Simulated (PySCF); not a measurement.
Isomers of C4H16OSi3.

All values: PBE0/pcSseg-1 (PySCF) at GFN2-xTB geometries, gas phase, one conformer each.

Question: Rank by dipole moment, highest first.
A. `[CH3:1][CH:2]([CH3:3])[O:4][C:5]([SiH3:6])([SiH3:7])[SiH3:8]` with C1–C2–O4–C5 119°
B. `[CH3:1][CH:2]([CH3:3])[O:4][SiH2:5][CH:6]([SiH3:7])[SiH3:8]` with C1–C2–O4–Si5 90°, C2–O4–Si5–C6 -178°, O4–Si5–C6–Si7 53°
C. `[CH3:1][C@:2]([SiH3:3])([CH2:4][OH:5])[CH2:6][SiH2:7][SiH3:8]` with C1–C2–C4–O5 -59°, C2–C4–O5–H -60°, C1–C2–C6–Si7 -72°, C2–C6–Si7–Si8 -90°

Answer: B (1.50 D), A (1.08 D), C (0.78 D).

Question: Rank by the highest Hirshfeld charge on any atom, highest value first.
A. `[CH3:1][C@:2]([SiH3:3])([CH2:4][OH:5])[CH2:6][SiH2:7][SiH3:8]` with C1–C2–C4–O5 -59°, C2–C4–O5–H -60°, C1–C2–C6–Si7 -72°, C2–C6–Si7–Si8 -90°
B. `[OH:1][CH2:2][CH2:3][C@@H:4]([SiH3:5])[SiH2:6][CH2:7][SiH3:8]` with H–O1–C2–C3 -60°, O1–C2–C3–C4 58°, C2–C3–C4–Si5 53°, C3–C4–Si6–C7 169°, C4–Si6–C7–Si8 177°
C. `[CH3:1][CH:2]([CH3:3])[O:4][SiH2:5][CH:6]([SiH3:7])[SiH3:8]` with C1–C2–O4–Si5 90°, C2–O4–Si5–C6 -178°, O4–Si5–C6–Si7 53°
D. `[CH3:1][SiH2:2][CH2:3][O:4][C@@H:5]([SiH3:6])[CH2:7][SiH3:8]` with C1–Si2–C3–O4 54°, Si2–C3–O4–C5 175°, C3–O4–C5–Si6 82°, O4–C5–C7–Si8 30°

Answer: C (+0.380 e), D (+0.349 e), B (+0.335 e), A (+0.302 e).

Question: Rank by the lowest Hirshfeld charge on any atom, lowest value first.
A. `[CH3:1][CH:2]([CH3:3])[O:4][C:5]([SiH3:6])([SiH3:7])[SiH3:8]` with C1–C2–O4–C5 119°
B. `[CH3:1][C@:2]([SiH3:3])([CH2:4][OH:5])[CH2:6][SiH2:7][SiH3:8]` with C1–C2–C4–O5 -59°, C2–C4–O5–H -60°, C1–C2–C6–Si7 -72°, C2–C6–Si7–Si8 -90°
C. `[CH3:1][CH:2]([CH3:3])[O:4][SiH2:5][CH:6]([SiH3:7])[SiH3:8]` with C1–C2–O4–Si5 90°, C2–O4–Si5–C6 -178°, O4–Si5–C6–Si7 53°
D. `[CH3:1][C:2]([CH3:3])([CH2:4][SiH2:5][SiH3:6])[SiH2:7][OH:8]` with C1–C2–C4–Si5 59°, C2–C4–Si5–Si6 -178°, C1–C2–Si7–O8 -42°, C2–Si7–O8–H -56°
E. `[OH:1][CH2:2][CH2:3][C@@H:4]([SiH3:5])[SiH2:6][CH2:7][SiH3:8]` with H–O1–C2–C3 -60°, O1–C2–C3–C4 58°, C2–C3–C4–Si5 53°, C3–C4–Si6–C7 169°, C4–Si6–C7–Si8 177°

Answer: D (-0.302 e), C (-0.278 e), E (-0.246 e), B (-0.218 e), A (-0.159 e).

All values together:

| SMILES | μ (D) | HOMO (eV) | LUMO (eV) | lowest IAO charge (e) | highest IAO charge (e) | lowest Hirshfeld charge (e) | highest Hirshfeld charge (e) |
| --- | --- | --- | --- | --- | --- | --- | --- |
| CC(C)OC([SiH3])([SiH3])[SiH3] | 1.08 | -7.00 | 0.21 | -0.546 (C) | +0.610 (Si) | -0.159 (C) | +0.293 (Si) |
| OCC[C@@H]([SiH3])[SiH2]C[SiH3] | 1.06 | -7.68 | 0.33 | -0.824 (C) | +0.755 (Si) | -0.246 (C) | +0.335 (Si) |
| CC(C)O[SiH2]C([SiH3])[SiH3] | 1.50 | -8.04 | 0.24 | -0.940 (C) | +0.998 (Si) | -0.278 (C) | +0.380 (Si) |
| CC(C)(C[SiH2][SiH3])[SiH2]O | 1.58 | -7.76 | -0.09 | -0.786 (O) | +0.991 (Si) | -0.302 (O) | +0.385 (Si) |
| C[C@]([SiH3])(CO)C[SiH2][SiH3] | 0.78 | -7.75 | -0.43 | -0.542 (O) | +0.558 (Si) | -0.218 (O) | +0.302 (Si) |
| C[SiH2]CO[C@@H]([SiH3])C[SiH3] | 1.46 | -7.29 | 0.61 | -0.714 (C) | +0.779 (Si) | -0.211 (C) | +0.349 (Si) |

Conformers: `[CH3:1][CH:2]([CH3:3])[O:4][C:5]([SiH3:6])([SiH3:7])[SiH3:8]` with C1–C2–O4–C5 119°; `[OH:1][CH2:2][CH2:3][C@@H:4]([SiH3:5])[SiH2:6][CH2:7][SiH3:8]` with H–O1–C2–C3 -60°, O1–C2–C3–C4 58°, C2–C3–C4–Si5 53°, C3–C4–Si6–C7 169°, C4–Si6–C7–Si8 177°; `[CH3:1][CH:2]([CH3:3])[O:4][SiH2:5][CH:6]([SiH3:7])[SiH3:8]` with C1–C2–O4–Si5 90°, C2–O4–Si5–C6 -178°, O4–Si5–C6–Si7 53°; `[CH3:1][C:2]([CH3:3])([CH2:4][SiH2:5][SiH3:6])[SiH2:7][OH:8]` with C1–C2–C4–Si5 59°, C2–C4–Si5–Si6 -178°, C1–C2–Si7–O8 -42°, C2–Si7–O8–H -56°; `[CH3:1][C@:2]([SiH3:3])([CH2:4][OH:5])[CH2:6][SiH2:7][SiH3:8]` with C1–C2–C4–O5 -59°, C2–C4–O5–H -60°, C1–C2–C6–Si7 -72°, C2–C6–Si7–Si8 -90°; `[CH3:1][SiH2:2][CH2:3][O:4][C@@H:5]([SiH3:6])[CH2:7][SiH3:8]` with C1–Si2–C3–O4 54°, Si2–C3–O4–C5 175°, C3–O4–C5–Si6 82°, O4–C5–C7–Si8 30°.
